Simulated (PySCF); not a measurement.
AsSb3SeSeSe nortricyclane, AsSb₃Se₃.
Z-matrix (Å and degrees, PBE0-D3(BJ)/def2-SVP geometry), rows numbered from 1:
```
As
Se  1  2.3616
Sb  2  2.5487  1  105.55
Sb  3  2.8616  2   99.24  1    30.16
Se  1  2.3607  2  102.41  3   -52.21
Sb  3  2.8619  2   99.02  1   -30.76
Se  1  2.3641  2  101.76  3    53.19
```

Computed with PySCF 2.14.0, density-fitted response routines, TDDFT wB97X-D/def2-SVPD, vertical, gas phase, core orbitals frozen in the response, def2 core potentials past Kr. Spin–orbit coupling is left out.

Question: Predict the UV-vis stick spectrum at this level.

Answer: 

```csv
state,E (eV),ν̃ (cm⁻¹),f,symmetry,"main configurations (H = HOMO, L = LUMO)"
S1,3.01,24280,0.0004,–,H-1/H→L (≥94%)
S2,3.01,24300,0.0004,–,H-1/H→L (≥94%)
S3,3.50,28240,0.0000,–,H-2→L (88%)
S4,3.79,30540,0.0000,–,"H-1/H→L+2 (≥49%), H-1/H→L+3 (≥29%)"
S5,3.86,31140,0.010,A1,H-3→L (94%)
S6,3.87,31170,0.0005,–,"H-1/H→L+1 (≥33%), H-1/H→L+2 (≥18%), H-1/H→L+3 (≥16%)"
S7,3.87,31230,0.0005,–,"H-1/H→L+1 (≥25%), H-1/H→L+3 (≥21%), H-1/H→L+2 (≥19%)"
S8,4.08,32870,0.0000,–,"H-1/H→L+2 (≥45%), H-1/H→L+3 (≥32%)"
S9,4.13,33340,0.0034,E,"H-1/H→L+4 (≥32%), H-1/H→L+1 (≥13%)"
S10,4.13,33340,0.0036,E,"H-1/H→L+4 (≥32%), H-1/H→L+1 (≥13%)"
```

Triplets, Tamm–Dancoff:

```json
{"state": "T1", "E (eV)": "2.78", "λ (nm)": "446.1", "main configurations (H = HOMO, L = LUMO)": "H-1/H→L (≥93%)"}
{"state": "T2", "E (eV)": "2.78", "λ (nm)": "445.5", "main configurations (H = HOMO, L = LUMO)": "H-1/H→L (≥93%)"}
{"state": "T3", "E (eV)": "3.22", "λ (nm)": "384.9", "main configurations (H = HOMO, L = LUMO)": "H-1/H→L+1 (≥55%), H-2→L (17%)"}
{"state": "T4", "E (eV)": "3.22", "λ (nm)": "384.6", "main configurations (H = HOMO, L = LUMO)": "H-2→L (64%), H-1/H→L+1 (≥13%)"}
```

The lowest singlet level (S1/S2) lies at 3.01 eV (412 nm, visible) and is very weak. The most intense listed level is S5 at 3.86 eV (321 nm, f = 0.010), 0.85 eV above S1. S1/S2, S5/S6/S7 and S9/S10 lie within about 0.01 eV of each other in each set; the point group C3v has degenerate representations, and within a degenerate level the listed configurations can mix freely. Löwdin shares by element: HOMO (one of a set within 0.03 eV) antimony 64%, selenium 15% or more (atoms not listed hold the other 21%); LUMO antimony 52%, selenium 14% or more (atoms not listed hold the other 33%). Of the 10 states listed, 1 reaches f = 0.01 and 5 stay under 0.0005. Orbital energies (eV): HOMO-3 -8.76, HOMO-2 -8.58, HOMO-1 -8.07, HOMO -8.07, LUMO -1.04, LUMO+1 -0.26, LUMO+2 -0.21. Weighted by f, the mean energy of these states is 3.93 eV. 2 computed singlets (S1 to S2) lie in the visible range (380 to 750 nm), S1 for one at 412 nm, dark in the vertical dipole picture (f under 0.0005); light of that wavelength is violet, and its complementary colour is yellow-green; a Tamm–Dancoff triplet lies at 446 nm, without intensity as long as spin–orbit coupling is left out. All these states lie below the vertical ionisation energy of 8.03 eV (ΔSCF). Symmetry labels in C3v follow from the direction of the transition dipole and are given only for states with f of 0.002 or more. Orbitals of the list HOMO-3 to LUMO+2 that lie within 0.01 eV of each other are written together with a slash and their weights summed (≥ marks a lower bound); for degenerate orbitals outside that list single weights are arbitrary. Only the lowest 10 singlets were computed, as vertical energies without vibronic structure.

On one thread of an AMD EPYC, shared host with 64 logical CPUs at a one-minute load of 56, this took 20 min wall, 16 min CPU (grids of density and orbitals included) and 1.7 GiB of memory at its peak.

One conformer stands for the species.
